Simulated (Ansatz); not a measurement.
Abridged output of a molecular run in Ansatz:

```
Functional definition: HF
  name "HF"
  cite "Fock, Z. Phys. 61, 126 (1930) doi:10.1007/BF01340294"
  parent pbe
  exchange = exact_x
  correlation = 0
919 factors; integrals over basis functions are off by at most 1.3e-3 eV
mean field evaluation 1: about -69833.9576 eV, gradient 2.5e1 eV
mean field evaluation 2: about -69834.0174 eV, gradient 2.5e1 eV
mean field evaluation 4: about -69835.9048 eV, gradient 3.6e0 eV
mean field evaluation 8: about -69835.9473 eV, gradient 7.9e-4 eV
mean field -69835.94734657 eV, -2566.4237284812 hartree, gradient 6.2e-6 eV, S^2 0.000000; 0 other end points of the search recorded, 0 dependent functions left out
16 core orbitals not correlated: weight in the atoms' cores, before any rotation towards them, 1.000 or more for the frozen orbitals, at most 0.000 for the correlated occupied ones
reference -69835.94734657 eV, -2566.4237284812 hartree; 16, 16 occupied and 61, 61 virtual orbitals, 919 factors
second order -17.79754501 eV of doubles, -0.00000000 eV of singles
cycle   1  -17.55633906 eV  change    2.4e-1 eV  update   1.3e-1
cycle   2  -18.18894282 eV  change   -6.3e-1 eV  update   4.1e-2
cycle   3  -18.33511176 eV  change   -1.5e-1 eV  update   2.4e-2
cycle   4  -18.31680641 eV  change    1.8e-2 eV  update   6.7e-3
cycle   5  -18.31556599 eV  change    1.2e-3 eV  update   3.7e-3
cycle   6  -18.31653126 eV  change   -9.7e-4 eV  update   1.2e-3
cycle   7  -18.31581968 eV  change    7.1e-4 eV  update   6.1e-4
cycle   8  -18.31588514 eV  change   -6.5e-5 eV  update   2.2e-4
cycle   9  -18.31596543 eV  change   -8.0e-5 eV  update   1.0e-4
cycle  10  -18.31593767 eV  change    2.8e-5 eV  update   3.5e-5
perturbative correction -0.76887933 eV, -0.0282557941 hartree
Total energy: -69855.03216357 eV, -2567.1250825697 hartree
```

Its atoms:

Cartesian coordinates in Å:
```
S -1.723 1.367 1.467
C -0.702 0.559 0.525
N -0.407 0.359 -0.744
Ge 0.817 -0.679 0.244
H -0.870 0.767 -1.549
H 0.626 -2.181 -0.005
H 2.260 -0.191 0.061
```

Q: Which basis set was used?
A. def2-SVPD
B. def2-TZVPP
C. def2-SVP
D. cc-pV(T+d)Z

A: C. It gives 93 functions.

Q: Write the keys of the input that set method, charge and spin (a neutral closed shell needs none for the last two).

A: 
```yaml
correlation: {method: ccsd_t}
```
